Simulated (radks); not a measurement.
The numbers below are computed, except where a source is named.
Ionisation of B, [He] 2s2 2p1, to B+, [He] 2s2, under several functionals. Scalar-relativistic Kohn-Sham, spin-polarised, spherical densities, finite nucleus; open shells are filled with parallel spins first; a radial shooting solver on a logarithmic mesh with Libxc functionals.

exchange-only PBE: E(B) (hartree) -24.49826; Exc (hartree) -3.68898; IE (eV) 7.855; -e(HOMO) (eV) 3.489; <r> HOMO (bohr) 2.314; IE error (eV) -0.443
BLYP: E(B) (hartree) -24.65342; Exc (hartree) -3.85677; IE (eV) 8.410; -e(HOMO) (eV) 3.880; <r> HOMO (bohr) 2.247; IE error (eV) +0.112
AM05: E(B) (hartree) -24.41770; Exc (hartree) -3.60108; IE (eV) 8.394; -e(HOMO) (eV) 3.952; <r> HOMO (bohr) 2.243; IE error (eV) +0.096
RPBE: E(B) (hartree) -24.66750; Exc (hartree) -3.87148; IE (eV) 8.447; -e(HOMO) (eV) 3.991; <r> HOMO (bohr) 2.269; IE error (eV) +0.149
PBE: E(B) (hartree) -24.61300; Exc (hartree) -3.81303; IE (eV) 8.486; -e(HOMO) (eV) 4.019; <r> HOMO (bohr) 2.255; IE error (eV) +0.188
exchange-only B88: E(B) (hartree) -24.52499; Exc (hartree) -3.71928; IE (eV) 7.828; -e(HOMO) (eV) 3.466; <r> HOMO (bohr) 2.295; IE error (eV) -0.470
PBEsol: E(B) (hartree) -24.47978; Exc (hartree) -3.66913; IE (eV) 8.413; -e(HOMO) (eV) 3.975; <r> HOMO (bohr) 2.253; IE error (eV) +0.115
LDA (Slater exchange, Perdew-Wang correlation): E(B) (hartree) -24.35987; Exc (hartree) -3.53759; IE (eV) 8.573; -e(HOMO) (eV) 4.096; <r> HOMO (bohr) 2.233; IE error (eV) +0.275

NIST Atomic Spectra Database: 8.298 eV (measured). Closest: AM05. The Delta-SCF values span 0.75 eV, the total energies 0.31 hartree. The highest occupied level is 2p. Open shells are spherical and high-spin; term and fine-structure splittings are not resolved.
